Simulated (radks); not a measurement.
These are the eigenvalues of the occupied orbitals of an atom or ion with whole-number occupations (eV). Calculated with a radial shooting solver on a logarithmic mesh with Libxc functionals: scalar-relativistic Kohn-Sham, AM05, spin-polarised, spherical densities, point nucleus.

1s: -31598.58
2s: -4848.884
2p: -4354.597
3s: -966.7077
3p: -806.0722
3d: -562.8630
4s: -166.7393
4p: -116.8763
4d: -44.2025
5p: -6.9940

Which element is it, and in what charge state? The configuration may be excited. Open shells, if any, are filled with parallel spins first.

Answer. Z = 52, tellurium, charge 0: Te in [Kr] 4d10 5p6. The list shows which subshells hold electrons but not how many an open one holds; the 1s level, -1161.2 hartree, gives Z - s = 48.2 by -(Z - s)^2/2, which with screening and relativity narrows Z to a few neighbours, and the depths of the outer levels then fix element, charge and occupations together.
